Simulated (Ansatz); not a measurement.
Program: Ansatz. Geometries: PBE0-D4/def2-TZVP. ΔE: electronic, gas phase. CCSD(T)/CBS is the MP2 limit (def2-TZVPP, def2-QZVPP) plus CCSD(T) − MP2 in def2-TZVPP, frozen cores. This one scheme is used for every species. DFT in def2-TZVPP. def2 core potentials past Kr. For Y outer-core shells are correlated without core-valence functions, which leaves a few kJ/mol of doubt a bond. Each species was taken in one conformer, which may not be the lowest.

Reaction (formal hydrolysis of a Y–F bond): `[CH3][Y]([CH3])[F]` + H₂O → `[CH3][Y]([CH3])[OH]` + H–F

`[CH3][Y]([CH3])[F]`:

```xyz
10

C     1.233    0.354    1.455
Y     0.429    0.719   -0.717
C    -1.185   -0.897   -1.246
F    -0.126    2.593   -1.079
H     0.386    0.199    2.139
H     1.848   -0.555    1.535
H     1.823    1.177    1.877
H    -2.072   -0.499   -1.754
H    -1.539   -1.385   -0.326
H    -0.798   -1.705   -1.884
```

H₂O:

Cartesian coordinates in Å:
```
O -0.140 0.333 -0.145
H -0.620 -0.482 0.016
H 0.761 0.149 0.130
```

`[CH3][Y]([CH3])[OH]`:

Cartesian coordinates in Å:
```
C 1.908 -0.639 -0.355
Y -0.451 -0.651 -0.321
C -1.256 0.684 1.449
O -1.337 -0.339 -2.091
H 2.373 -1.117 -1.226
H 2.266 0.401 -0.350
H 2.349 -1.107 0.538
H -1.246 1.746 1.167
H -0.624 0.602 2.345
H -2.285 0.471 1.768
H -1.697 -0.050 -2.924
```

H–F:

Cartesian coordinates in Å:
```
F 0.396 0.077 -0.222
H -0.396 -0.077 0.222
```

Problem. Is it downhill or uphill in electronic energy at CCSD(T)/CBS, and by how much? (Estimate.)

Solution. The calculation gave: Uphill: ΔE = +0.57 eV.

Problem. What do these levels give: PBE-QIDH, BLYP, r2SCAN, BHLYP, LC-ωPBE, CCSD(T)/def2-TZVPP? (An estimate is asked.)

Solution. Computed: PBE-QIDH 0.57, BLYP 0.68, r2SCAN 0.65, BHLYP 0.62, LC-ωPBE 0.65, CCSD(T)/def2-TZVPP 0.52 eV.

Largest T1 diagnostic among the species: 0.013.

From PBE to PBE0 (25 % exact exchange), in def2-TZVPP and without D4, ΔE moves by −0.03 eV. In def2-TZVPP, CCSD(T) changes the Hartree–Fock value by −0.09 eV (the triples alone add −0.01 eV) and MP2 by −0.12 eV. Leaving LDA and LC-ωPBE aside and taking each functional with its dispersion term where it has one, the values, not all of them listed here, spread over 0.09 eV, from PBE-QIDH to B97M-V. LDA lies −0.07 eV from PBE without D4.
